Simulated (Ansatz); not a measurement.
`O[SiH]1C=C1F` and `O[SiH]1C=C1` differ in one atom or group.

Ansatz, PBE0-D4/def2-TZVP geometries, multiplicity 1. Each molecule was computed in one conformer, which needn't be the lowest.

| property | `O[SiH]1C=C1F` |
| --- | --- |
| HOMO–LUMO gap (PBE0/def2-TZVPP) / eV | 7.87 |
| size of the dipole moment (ωB97M-V/def2-TZVPP) / D | 1.39 |
| HOMO energy (PBE/def2-TZVPP) / eV | -6.58 |
| HOMO energy (ωB97M-V/def2-TZVPP) / eV | -10.19 |
| size of the dipole moment (B3LYP/def2-TZVPP) / D | 1.38 |
| HOMO energy (PBE0/def2-TZVPP) / eV | -7.96 |

What does the change do to each property? (Estimate.)

Ansatz gave: 
```tsv
property	`O[SiH]1C=C1`	shift
HOMO–LUMO gap (PBE0/def2-TZVPP) / eV	6.95	-0.92
size of the dipole moment (ωB97M-V/def2-TZVPP) / D	1.52	0.13
HOMO energy (PBE/def2-TZVPP) / eV	-6.01	0.57
HOMO energy (ωB97M-V/def2-TZVPP) / eV	-9.47	0.72
size of the dipole moment (B3LYP/def2-TZVPP) / D	1.50	0.12
HOMO energy (PBE0/def2-TZVPP) / eV	-7.28	0.68
```

With PBE0 the HOMO rises by 0.68 eV and the LUMO falls by 0.23 eV, so the gap narrows by about 0.91 eV. PBE moves the HOMO by 0.57 eV and ωB97M-V by 0.72 eV. Dipoles are sizes alone; their direction can turn.

B3LYP here is the variant with VWN-RPA as its local correlation; programs differ in this.
